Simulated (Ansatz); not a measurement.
System: HgF2 (charge 0, singlet). SMILES: [Hg]([F])[F]
Geometry: optimised at B3LYP-D3(BJ)/def2-TZVP (Ansatz, a program for electronic structure).

Property: vertical electron affinity (to the doublet state of charge -1; a negative value means that the extra electron is unbound and the number depends on the basis; each state is the SCF solution reached for its spin), in eV. Valence correlation only, unless marked. UHF or UKS for open shells. Spin-orbit coupling is left out. The frozen core is the preceding noble-gas configuration, with the filled d and f shells of earlier blocks. Past Kr the def2 sets carry scalar-relativistic core potentials. Anions need diffuse functions: def2-D sets add few. 

```json
[
 {"level": "SVWN5/def2-TZVPD", "program": "Ansatz", "vertical electron affinity (eV)": "0.85"},
 {"level": "PBE/def2-TZVPD", "program": "Ansatz", "vertical electron affinity (eV)": "0.59"},
 {"level": "r2SCAN/def2-TZVPD", "program": "Ansatz", "vertical electron affinity (eV)": "0.51"},
 {"level": "B3LYP/def2-TZVPD", "program": "Ansatz", "vertical electron affinity (eV)": "0.67"},
 {"level": "PBE0/def2-TZVPD", "program": "Ansatz", "vertical electron affinity (eV)": "0.52"},
 {"level": "wB97M-V/def2-TZVPD", "program": "Ansatz", "vertical electron affinity (eV)": "0.36"},
 {"level": "wB97X/def2-TZVPD", "program": "Ansatz", "vertical electron affinity (eV)": "0.36"},
 {"level": "CCSD/def2-TZVPPD", "program": "Ansatz", "vertical electron affinity (eV)": "0.38"},
 {"level": "CCSD(T)/def2-SVPD", "program": "Ansatz", "vertical electron affinity (eV)": "0.38"}
]
```
